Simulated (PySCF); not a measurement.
# One molecule, several mistakes: B2H4NSi

These are calculations, not measurements. They come from PySCF 2.14.0, an open-source quantum chemistry program, on an isolated molecule that a program drew, which may never have been made. The molecule is B2H4NSi (charge 0, doublet), drawn as the SMILES string `BN=B[SiH2]`.

Each row is a Hartree-Fock (HF) and frozen-core CCSD(T) single point in the cc-pV(D+d)Z basis, meant for a local HF minimum. Run 1 is clean. Each other run has one planted mistake out of seven kinds, and not every kind appears here: one electron removed, one electron added, multiplicity raised by two, geometry at a saddle point, minimal basis STO-3G, one bond length entered in bohr, all coordinates scaled. The reference is restricted for singlets and unrestricted otherwise, and also for a bond in bohr. Adding or removing an electron swaps singlet and doublet. Electrons count all cores. HOMO and LUMO are orbital energies over both spins, the gradient is its largest component, and the lowest frequency (negative if imaginary) is given only where the gradient is small. Bond lengths are over the 7 bonds as drawn. T1 is the CCSD diagnostic: over 0.02 (restricted) or 0.045 (unrestricted) a single reference is doubtful.

Geometry of the clean run:
```xyz
8
B2H4NSi, angstrom
B    -2.0956   -1.1375    2.2248
N    -1.2859   -0.8837    1.1027
B    -0.5625   -0.6656    0.1120
Si    0.5246   -0.2506   -1.5048
H    -1.9614   -0.4824    3.2237
H    -2.9225   -2.0092    2.1845
H     0.7046   -1.4252   -2.3813
H     1.8127    0.3897   -1.1710
```

| run | electrons | basis functions | <S^2> | HOMO (eV) | LUMO (eV) | gradient (hartree/bohr) | lowest frequency (cm^-1) | mean bond (Å) | longest bond (Å) | T1 | HF (hartree) | CCSD(T) (hartree) | mistake |
|---|---|---|---|---|---|---|---|---|---|---|---|---|---|
| 1 | 35 | 85 | 0.758 | -9.53 | 0.34 | 3.7e-05 | 100 | 1.4289 | 1.992 | 0.0171 | -395.08597 | -395.54468 | no fault |
| 2 | 35 | 85 | 0.767 | -8.50 | 0.51 | 4.6e-05 | -577 | 1.4199 | 1.951 | 0.0170 | -395.07947 | -395.54175 | geometry at a saddle point |
| 3 | 36 | 85 | 0.000 | -1.44 | 6.57 | 5.8e-02 | - | 1.4289 | 1.992 | 0.0242 | -395.10184 | -395.59595 | one electron added |
| 4 | 35 | 28 | 0.755 | -6.91 | 5.10 | 2.8e-02 | - | 1.4289 | 1.992 | 0.0169 | -390.40968 | -390.63433 | minimal basis STO-3G |
| 5 | 34 | 85 | 0.000 | -14.91 | -7.70 | 4.6e-02 | - | 1.4289 | 1.992 | 0.0220 | -394.76944 | -395.22486 | ? |

**Which mistake was planted in run 5, and what did it cost?**

It counts 34 electrons, one fewer than the clean run, at the same geometry and basis. So the mistake is: one electron removed. Subtracting run 1 and multiplying by 627.51 kcal/mol a hartree, the energy moved by 198.6 kcal/mol in HF and 200.7 kcal/mol in CCSD(T).

Cautions from the logs. Run 3: T1 is over the limit, so its CCSD(T) energy is less reliable; run 5: T1 is over the limit, so its CCSD(T) energy is less reliable.
